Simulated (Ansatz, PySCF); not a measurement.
CH13NSi4, SMILES [SiH2]([SiH3])[Si@@H](N)C[SiH3].

Geometry optimised at ωB97X-D3(BJ)/def2-SVP. The structure was generated by enumeration; whether it is a known compound was not checked. Other conformers were not sampled.

Vertical ionisation energy (IE) and electron affinity (EA) in eV. Rows of orbital energies are one-electron estimates. Where ΔSCF, EOM or ADC give a negative EA the extra electron is unbound and the value depends on the basis.

```csv
level,IE,EA
"−ε(HOMO), −ε(LUMO), r2SCAN/def2-TZVP (PySCF)",5.98,0.79
"−ε(HOMO), −ε(LUMO), PBE/def2-TZVP (PySCF)",5.73,1.07
"ΔSCF, PBE0/def2-SVPD (Ansatz), final states of multiplicity 2 and 2",8.54,-0.96
"ΔSCF, PBE/def2-SVPD (Ansatz), final states of multiplicity 2 and 2",8.25,-0.74
```

Problem. What vertical singlet–triplet gap does ΔSCF give with PBE0/def2-SVPD (Ansatz, a program for electronic structure) and with PBE/def2-SVPD (Ansatz)? (An estimate is asked for; the answer gives what the named calculation found.)

Solution. 4.97 and 4.58 eV (triplet above singlet where positive).
